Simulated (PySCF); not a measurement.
ECD: `FC[C@@H]1C[C@H](F)O1`, C₄H₆F₂O

Cartesian coordinates in Å; atom numbers follow the order of the lines, from 1:
```xyz
13

F     2.455    0.561    0.350
C     1.581   -0.430   -0.014
C     0.377    0.181   -0.721
C    -0.671    0.847    0.186
C    -1.541   -0.342   -0.220
F    -1.755   -1.221    0.809
O    -0.574   -0.824   -1.108
H     2.112   -1.110   -0.687
H     1.279   -0.957    0.896
H     0.703    0.773   -1.581
H    -1.031    1.813   -0.152
H    -0.422    0.879    1.243
H    -2.519   -0.169   -0.683
```

Level of theory: PySCF, TDDFT CAM-B3LYP/def2-SVPD circular dichroism and optical rotation, one conformer, gas phase. Geometry: GFN2-xTB.

The molecule is flexible and this is one conformer; a measurement averages over conformers. States above about 10.1 eV (minus the energy of the highest occupied orbital) lie near or above the ionisation threshold and depend on the basis.

(1) Assign R or S to each stereocentre.

(2) Which excitations and rotatory strengths does the calculation give?

## Answers

(1) C3 S, C5 S.

(2) Rotatory strengths R in 10⁻⁴⁰ esu² cm², velocity form and length form (origin at the centre of mass); f in length form.
```csv
state,E (eV),λ (nm),f,R (velocity),R (length),main
1,8.06,154,0.001,+8.6,+8.3,"HOMO→LUMO+1 0.61, HOMO→LUMO 0.17"
2,8.44,147,0.003,+4.5,+4.2,"HOMO→LUMO 0.72, HOMO→LUMO+1 0.14"
3,8.88,140,0.044,-6.6,-7.0,"HOMO→LUMO+2 0.68, HOMO→LUMO+1 0.08"
4,9.06,137,0.009,-3.7,-3.4,"HOMO−1→LUMO+1 0.47, HOMO−2→LUMO+1 0.25"
5,9.10,136,0.008,+16.7,+16.6,"HOMO−1→LUMO+1 0.21, HOMO−2→LUMO 0.20"
6,9.17,135,0.065,-25.4,-24.6,"HOMO→LUMO+3 0.62, HOMO−2→LUMO+1 0.10"
7,9.25,134,0.014,-8.0,-7.3,"HOMO−1→LUMO 0.48, HOMO−2→LUMO 0.17"
8,9.45,131,0.015,+34.1,+34.8,"HOMO−2→LUMO 0.29, HOMO−1→LUMO+2 0.19"
9,9.55,130,0.012,-0.9,-1.2,"HOMO→LUMO+4 0.64, HOMO→LUMO+2 0.08"
10,9.69,128,0.010,-15.8,-15.5,"HOMO−1→LUMO+2 0.35, HOMO−2→LUMO 0.12"
11,9.77,127,0.013,-54.9,-55.8,"HOMO−1→LUMO+3 0.28, HOMO−2→LUMO+2 0.18"
12,9.90,125,0.011,+21.3,+21.6,"HOMO−2→LUMO+2 0.42, HOMO−3→LUMO+1 0.14"
13,9.97,124,0.023,-19.6,-18.4,"HOMO→LUMO+5 0.30, HOMO−1→LUMO+3 0.21"
14,10.08,123,0.024,+37.3,+37.3,"HOMO−1→LUMO+3 0.23, HOMO−3→LUMO+1 0.18"
15,10.17,122,0.016,+39.4,+37.2,"HOMO→LUMO+6 0.29, HOMO−1→LUMO+4 0.15"
16,10.20,122,0.059,-35.5,-34.9,"HOMO−2→LUMO+3 0.51, HOMO−1→LUMO+4 0.09"
```

Among the states computed, the strongest CD band (largest |R|) is state 11. The largest dissymmetry factor in size, g = 4R/(D+G), with D and G the electric and magnetic dipole strengths, is +0.074 for state 1 (velocity form, f = 0.001), among bands with |R| over 0.5. The mirror image has the same energies and oscillator strengths and all R with the opposite sign.
